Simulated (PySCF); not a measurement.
## Worked example: dipole moment from atomic charges

B(AsH2)(F)(H) (AsBFH3), SMILES B([AsH2])F. Atoms are numbered in the order given.

```xyz
6

B     -1.0866    -0.4473     0.5846
As     0.5961    -0.0049    -0.4790
H      1.2758    -1.3245    -0.1086
H      1.2605     0.7977     0.6416
F     -1.6815     0.4933     1.3179
H     -1.6421    -1.5138     0.4894
```

Geometry: PBE-D3(BJ)/def2-TZVP.

Charges (e) from CAM-B3LYP/def2-TZVPD in PySCF:

| atom | IAO | ESP fit |
|---|---|---|
| B1 | 0.249 | 0.370 |
| As2 | 0.099 | -0.149 |
| H3 | -0.021 | 0.028 |
| H4 | -0.020 | 0.049 |
| F5 | -0.302 | -0.217 |
| H6 | -0.006 | -0.081 |

The dipole moment of the full density is 0.78 D.

**Question.** What dipole moment does each set of point charges give, and which comes closer to that of the density?

**Answer.** 
μ = Σ q r, and 1 e Å = 4.8032 D.
IAO: Σ q r = (0.254, -0.240, -0.313) e Å, |μ| = 2.25 D.
ESP fit: Σ q r = (0.105, -0.147, -0.010) e Å, |μ| = 0.87 D.
ESP fit comes closer in size. Point charges leave out the atoms' own dipoles (lone pairs, polarised bonds); fits to the potential absorb them, partitions of the density don't.
